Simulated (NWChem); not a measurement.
Species: C₄H₃ClSi; SMILES C#C[SiH](Cl)C#C

Program: NWChem. Geometry: optimised at PBE0/def2-SVP. Level MN15/def2-SVP: energy and gradient on several grids; changes count from the extra-fine grid, which is no exact limit either.

### Question
Which is the coarsest grid (coarse; medium; fine; xcoarse; xfine) from which on the energy stays within 100 μHa and each gradient component within 200 μHa/bohr of xfine?

### Answer
medium.
```json
[
 {"grid": "xcoarse", "size of the energy change (μHa)": "40000", "largest change of a gradient component (μHa/bohr)": "1000", "time, medium = 1 (rough)": "about 1"},
 {"grid": "coarse", "size of the energy change (μHa)": "1000", "largest change of a gradient component (μHa/bohr)": "700", "time, medium = 1 (rough)": "about 1"},
 {"grid": "medium", "size of the energy change (μHa)": "< 10", "largest change of a gradient component (μHa/bohr)": "70", "time, medium = 1 (rough)": "about 1"},
 {"grid": "fine", "size of the energy change (μHa)": "< 10", "largest change of a gradient component (μHa/bohr)": "< 30", "time, medium = 1 (rough)": "about 1"},
 {"grid": "xfine", "size of the energy change (μHa)": "< 10", "largest change of a gradient component (μHa/bohr)": "< 30", "time, medium = 1 (rough)": "2"}
]
```
